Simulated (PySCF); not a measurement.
**Atomic charges by several schemes**

Species: 4,4'-bipyridine, C10H8N2.
Cartesian coordinates in Å at the PBE0-D3(BJ)/def2-SVP level; atoms count from 1:
```xyz
20
C10H8N2 angstrom
C     -3.0011    0.9092   -0.2026
C     -1.6263    1.1318   -0.1759
C     -0.7585    0.0349   -0.1123
C      0.7090    0.2104   -0.0780
C      1.3391    1.2439   -0.7816
C      2.7252    1.3633   -0.7132
N      3.5034    0.5477   -0.0070
C      2.9080   -0.4350    0.6631
C      1.5313   -0.6482    0.6611
C     -1.3441   -1.2362   -0.0815
C     -2.7325   -1.3454   -0.1159
N     -3.5538   -0.3006   -0.1742
H     -3.6900    1.7609   -0.2416
H     -1.2376    2.1523   -0.1782
H      0.7605    1.9352   -1.3978
H      3.2309    2.1636   -1.2660
H      3.5611   -1.0962    1.2445
H      1.1036   -1.4611    1.2515
H     -0.7259   -2.1360   -0.0564
H     -3.2021   -2.3358   -0.1003
```

Density: PBE0/pcSseg-1 (PySCF); schemes: Mulliken, IAO, Hirshfeld and ESP-fitted. Isolated species at its PBE0-D3(BJ)/def2-SVP geometry (one conformer only).

Q: Do the Mulliken, IAO, Hirshfeld and ESP-fitted schemes agree on where the charge is lowest?

A: The schemes don't all agree: Mulliken N7 and N12 (-0.405); IAO N7 and N12 (-0.274); Hirshfeld N7 and N12 (-0.162); ESP-fitted C5 (-0.754).

Q: For which atoms does the sign change between the 4 schemes (beyond +0.03 e in one, beyond −0.03 e in another)?

A: C3 and C4. Atomic charges aren't observables, and each scheme defines them in its own way.

Q: At which atom do the 4 schemes differ most?

A: At C5: from -0.754 (ESP-fitted) to -0.052 e (Hirshfeld), 0.702 e apart.

Q: What partial charge does each atom carry?

A: In e:

```tsv
atom	environment	Mulliken	IAO	Hirshfeld	ESP-fitted
C1	aromatic CH next to a ring nitrogen	+0.169	-0.005	+0.019	+0.606
C2	aromatic CH carbon	-0.148	-0.180	-0.052	-0.731
C3	substituted aromatic carbon	-0.054	+0.021	+0.014	+0.488
C4	substituted aromatic carbon	-0.054	+0.021	+0.014	+0.545
C5	aromatic CH carbon	-0.148	-0.180	-0.052	-0.754
C6	aromatic CH next to a ring nitrogen	+0.168	-0.005	+0.019	+0.603
N7	pyridine-type nitrogen	-0.405	-0.274	-0.162	-0.745
C8	aromatic CH next to a ring nitrogen	+0.168	-0.005	+0.019	+0.596
C9	aromatic CH carbon	-0.148	-0.180	-0.052	-0.749
C10	aromatic CH carbon	-0.148	-0.180	-0.052	-0.745
C11	aromatic CH next to a ring nitrogen	+0.168	-0.005	+0.019	+0.611
N12	pyridine-type nitrogen	-0.405	-0.274	-0.162	-0.751
H13	aromatic hydrogen	+0.112	+0.156	+0.054	+0.018
H14	aromatic hydrogen	+0.097	+0.156	+0.053	+0.233
H15	aromatic hydrogen	+0.097	+0.156	+0.053	+0.240
H16	aromatic hydrogen	+0.112	+0.156	+0.054	+0.020
H17	aromatic hydrogen	+0.112	+0.156	+0.054	+0.021
H18	aromatic hydrogen	+0.098	+0.156	+0.053	+0.240
H19	aromatic hydrogen	+0.097	+0.156	+0.053	+0.238
H20	aromatic hydrogen	+0.112	+0.156	+0.054	+0.017
```

Mean size of the charges over all atoms: ESP-fitted 0.447 e, Mulliken 0.151 e, IAO 0.129 e, Hirshfeld 0.053 e. Each set sums to the total charge, 0, to within 0.001 e. The Mulliken scheme counts on each atom the diagonal of the density matrix times the overlap matrix over that atom's basis functions.

Q: Sum the charges by element.

A: 
```json
{"element": "C", "atoms": "10", "Mulliken": "-0.026", "IAO": "-0.701", "Hirshfeld": "-0.104", "ESP-fitted": "+0.470"}
{"element": "N", "atoms": "2", "Mulliken": "-0.810", "IAO": "-0.548", "Hirshfeld": "-0.324", "ESP-fitted": "-1.496"}
{"element": "H", "atoms": "8", "Mulliken": "+0.836", "IAO": "+1.249", "Hirshfeld": "+0.429", "ESP-fitted": "+1.027"}
```

Q: How many electrons does the ESP-fitted scheme count on N12?

A: Z − q = 7 − (-0.751) = 7.751.
